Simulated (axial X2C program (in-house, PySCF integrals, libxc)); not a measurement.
# Nuclear properties of SeH⁺

Computed with an axial X2C code built on PySCF integrals: two-component X2C with atomic mean-field Coulomb and Gaunt terms, Gaussian nuclei, basis Se dyall-cv3z, H dyall-v3z with contracted cores.

R = 1.491 Å (near the PBE0 minimum at charge 1 of the determinant lowest at the starting distance; the state shown can have its own minimum elsewhere).

Input and command:
```json
{"zs": [34, 1], "q": 1, "bas": ["dyall-cv3z", "dyall-v3z"], "r0": 1.48, "levels": ["PBE0", "HF", "B3LYP", "BHandHLYP", "PBE50"], "nst": 3}
```
```bash
python soeom.py task.json out
```

Keys: zs atomic numbers; q charge; bas basis sets; r0 starting distance in Å; levels methods; nst determinants followed.

Determinant lowest in the PBE0 search, Ω = 1 (⟨Sz⟩ = 1.00, ⟨Lz⟩ = 0.00 at PBE0), spin on the atoms Se 1.03, H -0.04:

| level | Eeff magnitude (GV/cm) | Ws magnitude Se (kHz) | A∥/gI Se (MHz) | qzz Se (a.u.) | A∥/gI H (MHz) | qzz H (a.u.) |
| --- | --- | --- | --- | --- | --- | --- |
| PBE0 | 0.352 | 0.137 | -666 | -2.77 | -7.39 | 0.14 |
| HF | 0.906 | 0.373 | -453 | -2.58 | -11.3 | 0.14 |
| B3LYP | 0.182 | 0.0638 | -623 | -2.69 | -6.23 | 0.14 |
| BHandHLYP | 0.318 | 0.121 | -543 | -2.63 | -6.83 | 0.14 |
| PBE50 | 0.477 | 0.19 | -597 | -2.75 | -7.72 | 0.14 |

Determinant 0.94 eV from it at PBE0 and this distance, Ω = 0 (closed shell), highest spinor 96% Se p, 3% H p:

```csv
level,qzz Se (a.u.),qzz H (a.u.)
PBE0,-2.70,0.14
HF,-2.65,0.14
B3LYP,-2.65,0.14
BHandHLYP,-2.67,0.14
PBE50,-2.72,0.14
```

Eeff is the effective electric field on the electron electric dipole moment in this Ω state and Ws the scalar–pseudoscalar constant of the nucleus named (defined with the proton number Z and per Ω); A∥ (defined per Ω) follows by multiplying with gI = μI/(I μN); qzz is the electric field gradient, eQq0 = 234.96 MHz × Q/barn × qzz. The operators were transformed with the bare-nucleus X2C matrices; with these basis sets, hyperfine constants and field gradients can be off by tens of per cent, and where levels differ in sign neither size nor sign is settled.

(1) With gI(77Se) = 1.0701, gI(1H) = 5.5857 (g factors from the IAEA table of nuclear moments by Stone), turn the PBE0 values of the first state into constants in MHz.

Each state is one determinant with collinear spin, which with several unpaired electrons need not be a pure state. Unrestricted Hartree–Fock can overshoot spin polarisation at the nuclei. A closed determinant beside an open π² or δ² triplet, such as (π1/2)², mixes with its partner pair into the 0⁺ component of the triplet and ¹Σ⁺, so its energy is not that of a level, and 0⁺ can lie lowest. With several open shells hyperfine constants can be off by a factor of several. Where Eeff spreads by more than a factor of two the levels disagree and none is to be relied on. Open-shell Ω = 0 determinants with evenly filled partner blocks cannot be reached by this program, so the Ω shown need not be the lowest component. The search compared states at one distance, so a state with another bond length can lie lower. Further determinants of the search, some of them spin-mixed, are not shown. PBE0 term energies can be off by some tenths of an eV.

Results:

(1) A∥(77Se) = -666 × 1.0701 = -713 MHz; A∥(1H) = -7.39 × 5.5857 = -41.3 MHz.
